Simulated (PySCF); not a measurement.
**Ionisation energy of P⁺ by level of theory**

P⁺ [Ne] 3s2 3p2 (3P) → P²⁺ [Ne] 3s2 3p1 (2P), as a difference of total energies. All numbers are calculated (PySCF 2.14, the spin-free X2C one-electron Hamiltonian (Gaussian nucleus), in x2c-SVPall). Correlated levels: valence: [Ne] frozen. The calculations carry no spin-orbit coupling.

Order these methods by the ionisation energy they give, lowest first.
A. UHF
B. MP2 (valence)
C. PBE
D. CCSD(T) (valence)

A (19.176 eV), B (19.458 eV), D (19.483 eV), C (19.792 eV).

The reference lies between the lowest fine-structure levels, while these numbers refer to the centres of the terms.

Errors of the correlated levels include the incompleteness of this basis and the frozen core.

For comparison: 19.769 eV (semi-empirical (NIST evaluation); NIST Atomic Spectra Database, ionization energies).
